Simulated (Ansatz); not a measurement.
Consider the formal exchange of groups at the Se–Si bond: `C=C[Se][SiH2]C` + `F[SiH](F)F` → `C=C[Se][Si](F)(F)F` + `C[SiH3]`.

Computed with Ansatz on PBE0-D4/def2-TZVP structures; ΔE is electronic, products minus reactants. CCSD(T)/CBS is the MP2 limit (def2-TZVPP, def2-QZVPP) plus CCSD(T) − MP2 in def2-TZVPP, frozen cores. This one scheme is used for every species. Functionals use def2-TZVPP. B3LYP here is the variant with VWN-RPA as its local correlation; programs differ in this. For Se outer-core shells are correlated without core-valence functions, which leaves a few kJ/mol of doubt a bond. Scalar relativity is left out up to krypton. Each species was taken in one conformer, which may not be the lowest.

`C=C[Se][SiH2]C`:

```xyz
13

C     1.010   -2.147   -0.983
C     1.262   -1.923    0.298
Se    0.707   -0.464    1.379
Si   -0.495    0.741   -0.142
C    -1.133    2.242    0.763
H     1.402   -3.037   -1.463
H     0.421   -1.480   -1.601
H     1.858   -2.623    0.875
H     0.378    1.123   -1.284
H    -1.608   -0.090   -0.675
H    -0.308    2.844    1.149
H    -1.722    2.864    0.084
H    -1.771    1.951    1.600
```

`F[SiH](F)F`:

Cartesian coordinates in Å:
```
F 0.642 -0.997 1.012
Si -0.036 0.012 0.014
F -0.206 -0.707 -1.374
F 0.931 1.237 -0.181
H -1.331 0.454 0.529
```

`C=C[Se][Si](F)(F)F`:

Cartesian coordinates in Å:
```
C 1.525 -0.597 -0.855
C 0.478 0.093 -1.271
Se -0.189 1.653 -0.354
Si -1.216 0.431 1.197
F -2.012 1.394 2.158
F -0.219 -0.411 2.081
F -2.234 -0.605 0.586
H 1.868 -1.459 -1.418
H 2.066 -0.340 0.048
H -0.067 -0.160 -2.173
```

`C[SiH3]`:

Cartesian coordinates in Å:
```
C 0.245 -0.095 -0.952
Si -0.219 0.085 0.852
H 0.952 0.682 -1.250
H -0.638 -0.014 -1.589
H 0.710 -1.066 -1.137
H 0.986 -0.023 1.718
H -1.180 -0.977 1.256
H -0.854 1.407 1.102
```

```csv
level,ΔE (kJ/mol)
PBE0-D4,10.3
ωB97X-V,7.4
B2PLYP,12.6
r2SCAN,10.4
B3LYP,10.6
HF/def2-TZVPP,9.4
MP2/def2-TZVPP,16.9
SCS-MP2/def2-TZVPP,14.8
```

(1) What does CCSD(T)/CBS give? (Estimate.)

Largest T1 diagnostic among the species: 0.012.

Results:

(1) The calculation gave: +13.6 kJ/mol. The listed levels differ from it by -3.3, -6.2, -1.0, -3.2, -3.0, -4.2, 3.3, 1.2 kJ/mol.

In def2-TZVPP, CCSD(T) changes the Hartree–Fock value by +3.5 kJ/mol (the triples alone add +0.6 kJ/mol) and MP2 by +7.5 kJ/mol.
